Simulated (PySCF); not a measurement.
Gas-phase reaction: ZnCl2 + F2 → ZnF2 + Cl2

Computed with PySCF and rigid-rotor harmonic-oscillator thermochemistry at 1 bar. † marks an energy on the PBE0/def2-TZVP geometry and frequencies; other levels use their own. CCSD(T) freezes the core. All species are closed-shell singlets. Zn: all electrons, no relativistic terms. CCSD(T) isn't extrapolated to the basis-set limit; its ΔH°(298 K) is -199.9 kJ in def2-SVP and -227.5 kJ in def2-TZVPP. The harmonic model lacks anharmonicity and excited electronic states, which grow with temperature; levels with a mode under 35 cm⁻¹ are left out. Soft modes under 120 cm⁻¹ make the harmonic entropy rough for ZnCl2.

```json
[
 {"level": "BLYP/def2-TZVP†", "ΔE electronic, kJ": "-234", "ΔH°(298 K), kJ": "-234", "ΔS°(298 K), J/K": "-3", "ΔG°(1000 K), kJ": "-231"},
 {"level": "CCSD(T)/def2-SVP†", "ΔE electronic, kJ": "-199", "ΔH°(298 K), kJ": "-200", "ΔS°(298 K), J/K": "-3", "ΔG°(1000 K), kJ": "-197"},
 {"level": "CCSD(T)/def2-TZVPP†", "ΔE electronic, kJ": "-227", "ΔH°(298 K), kJ": "-227", "ΔS°(298 K), J/K": "-3", "ΔG°(1000 K), kJ": "-225"},
 {"level": "PBE/def2-TZVP†", "ΔE electronic, kJ": "-223", "ΔH°(298 K), kJ": "-223", "ΔS°(298 K), J/K": "-3", "ΔG°(1000 K), kJ": "-220"},
 {"level": "PBE0/def2-QZVP†", "ΔE electronic, kJ": "-236", "ΔH°(298 K), kJ": "-236", "ΔS°(298 K), J/K": "-3", "ΔG°(1000 K), kJ": "-233"},
 {"level": "PBE0/def2-SVP†", "ΔE electronic, kJ": "-186", "ΔH°(298 K), kJ": "-186", "ΔS°(298 K), J/K": "-3", "ΔG°(1000 K), kJ": "-183"},
 {"level": "PBE0/def2-TZVP", "ΔE electronic, kJ": "-222", "ΔH°(298 K), kJ": "-223", "ΔS°(298 K), J/K": "-3", "ΔG°(1000 K), kJ": "-220"},
 {"level": "LDA/def2-TZVP†", "ΔE electronic, kJ": "-232", "ΔH°(298 K), kJ": "-232", "ΔS°(298 K), J/K": "-3", "ΔG°(1000 K), kJ": "-229"},
 {"level": "ωB97M-V/def2-TZVP†", "ΔE electronic, kJ": "-227", "ΔH°(298 K), kJ": "-227", "ΔS°(298 K), J/K": "-3", "ΔG°(1000 K), kJ": "-224"}
]
```
ΔH° is lowest at PBE0/def2-QZVP† and highest at PBE0/def2-SVP†. No reference value is set beside these.
